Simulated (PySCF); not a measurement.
## Core-level binding energies of Ti(OSiH3)4

Species: Ti(OSiH3)4 (singlet state).
Structure used (PBE0-D3(BJ)/def2-SVP), in Å, numbered top down from 1:
```
atom  x, y, z in Å
Ti1   -0.0260   -0.0323    0.0173
O2     0.6810   -0.6368    1.5330
Si3    1.2475   -1.1366    3.0117
H4     0.9222   -2.5796    3.2147
H5     0.6091   -0.3316    4.0952
H6     2.7280   -0.9541    3.0702
O7     1.1087   -0.3160   -1.3209
Si8    2.1890   -0.5623   -2.5574
H9     1.8602   -1.8344   -3.2664
H10    3.5745   -0.6483   -2.0076
H11    2.1156    0.5731   -3.5242
O12   -0.3363    1.7116    0.1654
Si13  -0.5006    3.3594    0.2783
H14   -0.5734    3.7610    1.7145
H15   -1.7502    3.7896   -0.4162
H16    0.6723    4.0284   -0.3595
O17   -1.5568   -0.8727   -0.3146
Si18  -2.9665   -1.6490   -0.7233
H19   -3.7331   -1.9828    0.5136
H20   -2.6544   -2.9082   -1.4625
H21   -3.7976   -0.7626   -1.5911
```

Level of theory: delta-SCF UKS SCAN, pcX-2 on the ionised atom (unc-x2c-TZVPall on a metal), pcseg-1 elsewhere, spin-free X2C in PySCF. Binding energies are ΔSCF values: E(core-ionised, relaxed orbitals) − E(ground state) at a fixed geometry, referred to the vacuum level.

What binding energy does each computed site have?

| atom(s) | environment | level | binding energy (eV) | 2p1/2 (eV) | count |
| --- | --- | --- | --- | --- | --- |
| Si3/Si8/Si13/Si18 | silicon bonded to O and 3 H | Si 2p3/2 | 107.28 | 107.90 | 4 |
| Ti1 | titanium bonded to 4 O | Ti 2p3/2 | 463.17 | 468.88 | 1 |
| O2/O7/O12/O17 | oxygen bonded to Si and Ti | O 1s | 537.03 | – | 4 |
| Si3/Si8/Si13/Si18 | silicon bonded to O and 3 H | Si 1s | 1847.22 | – | 4 |

Which effective nuclear charge Zeff reproduces each element's mean 1s value in the hydrogen-like formula E = 13.606 eV × Zeff²?

O (Z = 8): mean 537.0 eV, Zeff = 6.28, Z − Zeff = 1.72; Si (Z = 14): mean 1847.2 eV, Zeff = 11.65, Z − Zeff = 2.35. Means run over the listed sites, weighted by atom count.

What is the longest wavelength that can ionise Si 1s of Si3/Si8/Si13/Si18 vertically?

λ = hc/E = 12398.42 eV Å / 1847.22 eV = 6.712 Å.

One atom of each set of topologically equivalent atoms was ionised and stands for the set; in this conformer not all members are related by symmetry, and their own values weren't computed. The 2p values aren't plain energy differences: one relaxed spin-free 2p hole is combined with a matrix within the shell (ground-state 2p orbital-energy differences and spin–orbit coupling). 2p3/2, the mean of its two sublevels, lies a third of the splitting below the shell's mean and 2p1/2 two thirds above it; the statistical areas are 2:1. 2p1/2 minus 2p3/2 (ligand field included): Ti 5.72 eV, Si 0.63 eV. Satellites of the metal's 2p lines aren't described. Geometry: PBE0-D3(BJ)/def2-SVP; no solvent, vibrations or thermal averaging. Metal 2p energies of this one-determinant scheme are less reliable than its 1s energies.
